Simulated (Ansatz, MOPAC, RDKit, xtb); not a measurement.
# A ladder of methods for GeS (germanium sulfide)

GeS, singlet, SMILES `[S+]#[Ge-]`. Each level relaxes the structure for itself.

Each level gives the equilibrium bond length (Å). The values are calculated.

Measured value to compare with: Huber and Herzberg, Constants of Diatomic Molecules gives the equilibrium bond length of the gas as 2.012 Å.

```csv
level,kind,program,value (Å),computed − measured
UFF,force field,RDKit,2.012,0.000
AM1,semi-empirical,MOPAC,2.032,+0.020
PM7,semi-empirical,MOPAC,2.043,+0.031
GFN1-xTB,semi-empirical,xtb,2.022,+0.010
HF/STO-3G,Hartree–Fock,Ansatz,1.872,-0.140
HF/3-21G,Hartree–Fock,Ansatz,2.070,+0.058
HF/6-31G* (Cartesian functions),Hartree–Fock,Ansatz,2.003,-0.009
HF/cc-pVTZ,Hartree–Fock,Ansatz,1.999,-0.013
PBE/def2-SVP,GGA,Ansatz,2.043,+0.031
r2SCAN/def2-TZVP,meta-GGA,Ansatz,2.019,+0.007
```

Nearest: UFF (0.000 Å); farthest: HF/STO-3G (-0.140 Å). Computed less measured by kind, in Å (6-31G* rows): force field +0.000; semi-empirical +0.010 to +0.031; Hartree–Fock -0.009. All-electron rows without a relativistic Hamiltonian named are non-relativistic. Without the sets that lack polarisation functions the rows with a basis span only 1.999 to 2.043 Å.
